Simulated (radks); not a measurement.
Results of a calculation; reference values are marked as such.
Question: Valence configurations of the technetium ion Tc+ (all share [Kr]). Level of theory: scalar-relativistic Kohn-Sham, PBEsol, spin-unpolarised, spherical densities, point nucleus (a radial shooting solver on a logarithmic mesh with Libxc functionals). Order these by energy: 4d6; 4d5.5 5p0.5; 4d5 5s0.5 5p0.5; 4d5.5 5s0.5; 4d4 5s1 5p1; 4d5 5p1; 4d5 5s1; 4d3 5s1 5p2; 4d4.5 5s1 5p0.5; 4d4 5s2.

Answer: From the lowest, in eV above it: 4d6 0.000; 4d5.5 5s0.5 0.830; 4d5 5s1 1.995; 4d5.5 5p0.5 3.040; 4d5 5s0.5 5p0.5 4.302; 4d4 5s2 5.453; 4d4.5 5s1 5p0.5 5.933; 4d5 5p1 6.630; 4d4 5s1 5p1 10.490; 4d3 5s1 5p2 21.596. NIST lists [Kr] 4d5 5s1 as the ground configuration; this level of theory puts 4d6 lower, by 1.995 eV. The energies are those of spherical spin-averaged densities, not of single terms.
